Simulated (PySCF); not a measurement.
CH10N2OSi2

The system: CH10N2OSi2, a small molecule; neutral, singlet. The structure, one conformer, was relaxed in the gas phase by PBE0-D3(BJ)/def2-SVP. No frequency run checks that it is a minimum.

SMILES: C[Si](N)(O)N[SiH3]

| atom | x (Å) | y (Å) | z (Å) |
| --- | --- | --- | --- |
| Si1 | -0.656 | 0.279 | -0.245 |
| N2 | 0.651 | -0.586 | -0.971 |
| Si3 | 2.279 | -0.608 | -0.363 |
| C4 | -1.727 | -0.725 | 0.913 |
| N5 | 0.082 | 1.514 | 0.703 |
| O6 | -1.560 | 0.785 | -1.558 |
| H7 | 0.481 | -1.030 | -1.868 |
| H8 | 3.035 | -1.633 | -1.150 |
| H9 | 2.324 | -0.986 | 1.083 |
| H10 | 3.008 | 0.693 | -0.508 |
| H11 | -2.566 | -0.138 | 1.322 |
| H12 | -1.136 | -1.106 | 1.759 |
| H13 | -2.153 | -1.591 | 0.383 |
| H14 | -0.273 | 1.786 | 1.610 |
| H15 | 0.640 | 2.246 | 0.280 |
| H16 | -2.435 | 1.125 | -1.354 |

Shieldings: GIAO PBE0/pcSseg-1. Shifts are against computed references at the same level: C TMS (σ 184.4 ppm), H TMS (σ 31.27 ppm), Si TMS (σ 352.0 ppm). Core levels by delta-SCF with SCAN, pcX-2 on the ionised atom and pcseg-1 elsewhere, spin-free X2C (2p3/2 is the spin-free 2p value less a third of a first-order spin-orbit splitting); from the vacuum level, for chosen atoms.

**Question.** Give the shieldings and core levels atom by atom.

**Answer.** 
```
      atoms        bonded to  σ (ppm)  δ (ppm)  core level (eV)
        Si1  1 C + 2 N + 1 O    372.4    -20.4     2p3/2 107.06
         N2       2 Si + 1 H    250.5        -        1s 403.83
        Si3        1 N + 3 H    410.3    -58.3                -
         C4       1 Si + 3 H    186.3     -1.9        1s 290.10
         N5       1 Si + 2 H    229.8        -        1s 404.51
         O6       1 Si + 1 H    263.3        -        1s 538.10
         H7              1 N    31.16     0.11                -
  H8 H9 H10             1 Si    26.64     4.63                -
H11 H12 H13              1 C    31.25     0.02                -
        H14              1 N    30.56     0.71                -
        H15              1 N    30.41     0.85                -
        H16              1 O    30.20     1.07                -
```

Values are those of this one static structure, with the three H of a rotating XH3 group averaged; atoms that internal rotation interchanges would show their mean in an NMR spectrum.

**Question.** Which of N2, N5 holds its core electrons tightest, and by how much against the loosest?

**Answer.** N5 (bonded to 1 Si + 2 H), by 0.68 eV over N2 (bonded to 2 Si + 1 H).

**Question.** By CAM-B3LYP/def2-SVPD (TDDFT singlets, Tamm-Dancoff triplets, ionisation by delta-SCF), where does absorption start, and what does vertical ionisation take?

**Answer.** The lowest singlet lies at 6.54 eV (f 0.016), the strongest of the first 6 at 6.71 eV (f 0.053), the lowest triplet at 6.26 eV; vertical ionisation takes 9.39 eV.

The 3 runs behind this took 3.3 min in all, one thread each of Intel Xeon Platinum 8488C on a shared host, launched as `OMP_NUM_THREADS=1 python cluster_run.py task.json out`.
